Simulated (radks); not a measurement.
Task: These are the eigenvalues of the occupied orbitals of an atom or ion with whole-number occupations (eV). Method: non-relativistic Kohn-Sham, PBE, spin-unpolarised, spherical densities, point nucleus; computed with a radial shooting solver on a logarithmic mesh with Libxc functionals.

| orbital | eigenvalue |
|---|---|
| 1s | -23920.95 |
| 2s | -3828.038 |
| 2p | -3591.305 |
| 3s | -1053.576 |
| 3p | -958.8351 |
| 3d | -785.1494 |

Which element is it, and in what charge state? The configuration may be excited.

Result: Z = 46, palladium, charge +18: Pd18+ in [Ar] 3d10. The list shows which subshells hold electrons but not how many an open one holds; the 1s level, -879.08 hartree, gives Z - s = 41.9 by -(Z - s)^2/2, which with screening narrows Z to a few neighbours, and the depths of the outer levels then fix element, charge and occupations together.
